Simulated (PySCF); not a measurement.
**Löwdin shares of the frontier orbitals**

C4H6ClN3.
Atom-mapped SMILES: `[CH3:1][c:2]1[n:3][n:4]([CH3:5])[n:6][c:7]1[Cl:8]` (hydrogens: H9, H10, H11 on C1; H12, H13, H14 on C5)

Geometry (PBE0-D3(BJ)/def2-SVP, Å), atoms numbered from 1 in this order:
```xyz
14
C4H6ClN3 angstrom
C     -2.0114   -0.9372    0.7661
C     -0.8351   -0.1878    0.2580
N      0.1873   -0.7503   -0.3816
N      0.9969    0.2479   -0.6676
C      2.2709    0.0380   -1.3039
N      0.6081    1.4379   -0.2634
C     -0.5514    1.1928    0.3259
Cl    -1.5129    2.4158    1.0279
H     -1.9138   -2.0004    0.5130
H     -2.9453   -0.5529    0.3284
H     -2.1000   -0.8414    1.8592
H      3.0370   -0.2388   -0.5635
H      2.5632    0.9698   -1.8007
H      2.1681   -0.7697   -2.0384
```

Method: PySCF 2.14.0, density-fitted response routines, TDDFT PBE0/def2-SVPD, vertical, gas phase, core orbitals frozen in the response.

Frontier orbitals with the atoms that hold most of them (Löwdin shares over 4%, at most four atoms; ? is withheld):

```tsv
orbital	ε (eV)	atoms
HOMO-3	-9.13	Cl8 40%, N6 31%, C7 12%, C2 7%
HOMO-2	-8.66	N3 46%, N6 22%, Cl8 14%, C2 6%
HOMO-1	-8.40	N6 29%, N3 29%, C2 11%, N4 9%
HOMO	-7.20	?
LUMO	?	?
LUMO+1	0.71	Cl8 21%, C5 17%, C1 11%, C7 10%
LUMO+2	0.86	Cl8 42%, C5 21%, C7 10%, H13 6%
```

(1) Which atoms hold the LUMO, and with what shares?

(2) Which atoms hold the HOMO, and with what shares?

(3) What is the LUMO energy, and the HOMO–LUMO gap?

Answers

(1) N6 (bonded to C and N) 26%; N3 (bonded to C and N) 23%; N4 (bonded to C and 2 N) 20%; C7 (bonded to C, Cl and N) 11%. By element: nitrogen 69%, carbon 11% or more.

(2) N4 (bonded to C and 2 N) 21%; Cl8 (bonded to C) 20%; C7 (bonded to C, Cl and N) 20%; C2 (bonded to 2 C and N) 17%. By element: carbon 37% or more, nitrogen 21% or more, chlorine 20%.

(3) ε(LUMO) = -0.38 eV; the gap is 6.82 eV (0.2508 hartree).

**Question.** The HOMO–LUMO gap is 6.82 eV. Where does the response calculation put the lowest singlet, and from which orbitals?

**Answer.** S1 is at 5.99 eV (f = 0.194), 0.84 eV below the gap, made of HOMO→LUMO (95%). Without the coupling terms of the response equations the lowest excitation would equal the gap.

**Question.** Give energy, strength and leading configuration of S1 and S2, and follow the Löwdin shares of the leading atoms from the occupied to the empty orbital.

**Answer.** 
- S1 (5.99 eV, f 0.194), HOMO→LUMO (95%): N4 21% → 20%, Cl8 20% → at most 11%, N6 at most 17% → 26%, N3 at most 17% → 23%
- S2 (6.44 eV, f 0.0002), HOMO-2→LUMO (92%): N3 46% → 23%, N6 22% → 26%

Time: 71 s wall; peak memory 0.90 GiB. Hardware: an AMD EPYC 9R45 with one thread, no GPU, shared host with 96 logical CPUs at a one-minute load of 14.
